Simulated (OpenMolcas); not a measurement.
## What dynamic correlation does to the levels of Br4+

- Program: OpenMolcas
- Basis: ANO-RCC-VQZP [7s6p4d2f1g]
- Scalar Hamiltonian: DKH2, point nucleus
- Active space: 1 electron in 9 orbitals (RAS2 4p; RAS3 4d 5s, at most 1 electron)
- State averaging: 2S+1 = 2 odd, 3 roots; 2S+1 = 2 even, 6 roots
- Spin-orbit coupling: RASSI with atomic mean-field integrals over the reference wave functions, term energies averaged over their components

Methods on the same reference wave functions:
A. RASSCF
B. SS-RASPT2, IPEA 0.25 Eh, imaginary shift 0.1 Eh (closed shells correlated: 3d 4s)

Energies in eV above 4s² 4p ²P°_1/2, the measured ground level; measured values from Moore, Atomic Energy Levels, vol. II, NSRDS-NBS 35 (1971 reprint of NBS Circular 467, 1952).

| Level | A | B | Measured |
| --- | --- | --- | --- |
| 4s² 4p ²P°_1/2 | 0.0000 | 0.0000 | 0.0000 |
| 4s² 4p ²P°_3/2 | 0.6827 | 0.683 | 0.7551 |
| 4s² 4d ²D_3/2 | 22.6185 | 21.831 | 23.3053 |
| 4s² 4d ²D_5/2 | 22.6748 | 21.888 | 23.3824 |
| 4s² 5s ²S_1/2 | 26.2780 | 26.417 | 26.4719 |

Deviations, from unrounded energies. A percentage is the sum of absolute deviations over the sum of measured energies, with the sign that they share, or ± where signs differ.

```csv
Against measurement,Levels,A,B
mean absolute deviation (cm-1),4,3300,6200
fine structure of the ground term (%),1,-9.6,-9.6
other configurations (%),3,-2.2,-4.1
```

A lies closest to measurement on these levels. The largest miss of A in the table is 4s² 4d ²D_5/2, by -5700 cm-1. The ranking rests on the paired levels alone, and a cruder setting can come out closer through cancelling errors.

The lowest spin-free term lies below A's lowest term by 0.128 hartree in B.

Over all roots computed the reference weight is 0.92 to 0.97 in B; the roots of lowest weight are the least certain, and an intruder state may touch them. ANO sets are built for valence states and can reach diffuse excited orbitals poorly, and with the s shell closed the s pⁿ⁺¹ terms that mix with these levels are absent. With one active electron the reference holds no correlation, so core polarisation is missing (holds for A). With one active electron, CASPT2 adds the correlation within the correlated inactive shells and between them and that electron, and leaves the splitting within a term as the reference gives it (holds for B). Measured partners are found by configuration, term and J. A level has none where our copy of the source lacks it or the pairing is in doubt (some pairs that miss far off the trend of their configuration count as doubtful), and it then counts in no deviation. Levels of configurations outside the active space are missing.

° marks odd parity.
